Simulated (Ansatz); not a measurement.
**Ligand exchange: C2H2FI + C3H6Sn → C2H3I + C3H5FSn**

Species: C2H2FI `C=C(F)I`, singlet; C3H6Sn `C#[C][SnH2][CH3]`, singlet; C2H3I `C=CI`, singlet; C3H5FSn `C#[C][SnH]([CH3])[F]`, singlet. The partners trade F for H: C–F and Sn–H bonds give way to C–H and Sn–F.

Shapes, held fixed at every level: PBE0-D4/def2-TZVP. Programs: Ansatz 0.2.0. The zero-point and thermal change to 298 K, harmonic and unscaled (PBE0-D4/def2-TZVP), is +8.6 kJ/mol.

Q: Estimate ΔH(298 K) of this reaction.

A: The highest level, CCSD(T)/def2-TZVPP, gives ΔH(298 K) = -132.8 kJ/mol; the levels span -140.1 to -121.3. The column of differences is taken from that level and isn't an error. No measured value is set beside it here. For atoms past krypton def2 sets carry core potentials with scalar relativity. Outer-core shells of I, Sn are correlated, in sets that cover them unevenly.

| level | kind | ΔH(298 K) (kJ/mol) | less CCSD(T)/def2-TZVPP |
| --- | --- | --- | --- |
| HF/def2-SVP | Hartree–Fock | -133.1 | -0.3 |
| PBE-D4/def2-TZVPP | GGA | -121.3 | +11.5 |
| BHLYP-D4/def2-TZVPP | global hybrid | -136.5 | -3.7 |
| PBE0-D4/def2-TZVPP | global hybrid | -124.2 | +8.6 |
| MP2/def2-SVP | perturbation theory | -133.5 | -0.7 |
| MP2/def2-TZVPP | perturbation theory | -140.1 | -7.3 |
| CCSD(T)/def2-SVP | coupled cluster or CI | -124.1 | +8.7 |
| CCSD(T)/def2-TZVPP | coupled cluster or CI | -132.8 | 0.0 |
